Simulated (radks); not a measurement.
Task: Spin polarisation of the 2p2 shell in C. Start: [He] 2s2 2p(up 1, down 1); electrons of 2p are moved from spin down to spin up, other shells keep equal spins. Calculated with a radial shooting solver on a logarithmic mesh with Libxc functionals: scalar-relativistic Kohn-Sham, PBEsol, spin-polarised, spherical densities, point nucleus. Estimate the energy gained and the exchange splitting at a moment of 2 Bohr magnetons.

Result: At moment 2 the spin-polarisation energy is -1.268 eV and the 2p exchange splitting 2.547 eV, that is 1.274 eV per Bohr magneton; E = -I m^2/4 would give I = 1.268 eV.
